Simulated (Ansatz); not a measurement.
Start from `[SH][Sn][SH]` and change one element to get `S[Si]S`.

Ansatz, PBE0-D4/def2-TZVP geometries, multiplicity 1. Each molecule was computed in one conformer, which needn't be the lowest.

Elements past krypton have def2 core potentials.

```
                                          property  `[SH][Sn][SH]`
                LUMO energy (PBE0/def2-TZVPP) / eV           -2.49
    size of the dipole moment (PBE/def2-TZVPP) / D            1.98
               HOMO energy (B3LYP/def2-TZVPP) / eV           -7.01
             HOMO–LUMO gap (B3LYP/def2-TZVPP) / eV            4.32
             HOMO energy (ωB97M-V/def2-TZVPP) / eV           -9.17
size of the dipole moment (ωB97M-V/def2-TZVPP) / D            2.21
```

(1) Give the same properties after the change, and the shifts. (Estimate.)

## Answers

(1) The calculation gave: 
| property | `S[Si]S` | shift |
| --- | --- | --- |
| LUMO energy (PBE0/def2-TZVPP) / eV | -2.18 | 0.31 |
| size of the dipole moment (PBE/def2-TZVPP) / D | 1.01 | -0.97 |
| HOMO energy (B3LYP/def2-TZVPP) / eV | -6.91 | 0.10 |
| HOMO–LUMO gap (B3LYP/def2-TZVPP) / eV | 4.59 | 0.27 |
| HOMO energy (ωB97M-V/def2-TZVPP) / eV | -9.12 | 0.05 |
| size of the dipole moment (ωB97M-V/def2-TZVPP) / D | 1.04 | -1.17 |

With PBE0 the HOMO rises by 0.09 eV and the LUMO rises by 0.31 eV, so the gap widens by about 0.22 eV. PBE moves the HOMO by 0.12 eV and ωB97M-V by 0.05 eV. Dipoles are sizes alone; their direction can turn.

B3LYP here is the variant with VWN-RPA as its local correlation; programs differ in this.
